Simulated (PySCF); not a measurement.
C₃H₁₀NOSi₂ (doublet state).
Z-matrix (Å and degrees, GFN2-xTB geometry), rows numbered from 1:
```
O 
C   1  1.3729
N   2  1.3816  1  117.88
Si  3  1.7317  2  126.49  1    -0.81
C   4  1.9247  3  114.51  2   -71.40
Si  5  1.9207  4   91.30  3  -111.41
C   4  1.9073  3  109.78  2  -168.95
H   1  0.9631  2  108.14  3    34.15
H   2  1.0788  1  112.46  3   143.91
H   3  1.0059  2  113.16  1   175.34
H   4  1.4693  3  111.45  2    58.87
H   5  1.0875  4  115.01  3   131.18
H   5  1.0883  4  115.71  3     6.09
H   6  1.4640  5  113.76  4  -115.23
H   6  1.4646  5  114.25  4   116.87
H   7  1.0855  4  113.26  3  -126.86
H   7  1.0863  4  115.83  3    -3.23
```

The hyperfine couplings belong to this conformer and change with its torsions.

As a line formula: `O[CH]N[SiH]1C[SiH2]C1` [radical].

Level of theory: UKS B3LYP, pcH-1 on C H N O Si, non-relativistic, mean-field spin-orbit, GIAO (PySCF). Isolated species at its GFN2-xTB geometry (one conformer only). A GFN2-xTB geometry isn't a minimum of the functional, and hyperfine couplings can be far from their values at a DFT geometry. No stability test was run, so a lower SCF solution isn't excluded.

Question: The isotropic 13C couplings, averaged over equivalent nuclei, are +212.2, +5.4 MHz. Assign them to C2; C5/C7.

Answer: 
```
 site  a_iso (MHz)  ρ(0) (bohr⁻³)                 position  distance from C2 (Å)  spin population  largest |T| (MHz)
   C2       +212.2        +0.1888  largest spin population                  0.00            +0.80              142.3
C5/C7         +5.4        +0.0048          3 bonds from C2                  4.05             0.00                0.8
```

Question: The isotropic 29Si couplings are -4.6, -1.2 MHz. Assign them to Si4; Si6.

Answer: 
```tsv
site	a_iso (MHz)	ρ(0) (bohr⁻³)	position	distance from C2 (Å)	spin population	largest |T| (MHz)
Si4	-4.6	+0.0052	2 bonds from C2	2.78	+0.05	5.6
Si6	-1.2	+0.0014	4 bonds from C2	5.04	0.00	0.5
```

ρ(0) is the spin density at the nucleus and T the dipolar tensor; a_iso includes a spin–orbit part; entries for several nuclei are means. The Mulliken spin populations are largest on C2 (+0.80), O1 (+0.08) and N3 (+0.07). C2 is the only atom above +0.15. The angles at C2 add up to 349.1°, so it is slightly pyramidal.

The spin density at the nucleus, in bohr⁻³, is negative for H10 (-0.0018), for instance. A restricted open-shell determinant has no negative spin density anywhere; here it arises because α and β orbitals differ (spin polarisation).

Nuclei that the bonding pattern makes equivalent are averaged, as if the motion that swaps them (rotation, inversion, ring flip) were fast. The 13C value of +5.4 MHz is a mean of couplings from -0.1 to 10.9 MHz in this one geometry, not an average over conformers.
